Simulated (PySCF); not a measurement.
## Er⁴⁸⁺: ionisation energy

Er⁴⁸⁺ [Ar] 3d2 (3F) → Er⁴⁹⁺ [Ar] 3d1 (2D), as a difference of total energies. Computed with PySCF 2.14 in an uncontracted even-tempered set (17 s from 11 bohr⁻², ratio 2.5; 12 p from 14 bohr⁻², ratio 2.5; 7 d from 14 bohr⁻², ratio 2.5; 4 f from 49 bohr⁻², ratio 2.7; 3 g from 74 bohr⁻², ratio 2.7), with the spin-free X2C one-electron Hamiltonian (Gaussian nucleus). Correlated levels: outer shells: [Ne] frozen; virtual orbitals above 40 to 60 times the deepest correlated orbital energy dropped. The calculations carry no spin-orbit coupling.

| method | ionisation energy (eV) |
| --- | --- |
| UHF | 4145.8 |
| LDA | 4144.0 |
| PBE | 4145.2 |
| PBE0 | 4145.7 |
| r2SCAN | 4147.5 |
| B2PLYP | 4146.0 |
| PW91 | 4145.9 |
| MP2 (outer shells) | 4145.4 |
| SCS-MP2 (outer shells) | 4145.3 |

Spin-orbit coupling is strong in these open shells (close to jj coupling). The scalar numbers leave it out and a first-order estimate fails, so it can dominate the gap to the real levels.

Breit and QED terms and the two-electron picture change are absent.

For comparison: 4170 ± 4 eV (theoretical estimate listed by NIST; NIST Atomic Spectra Database, ionization energies).
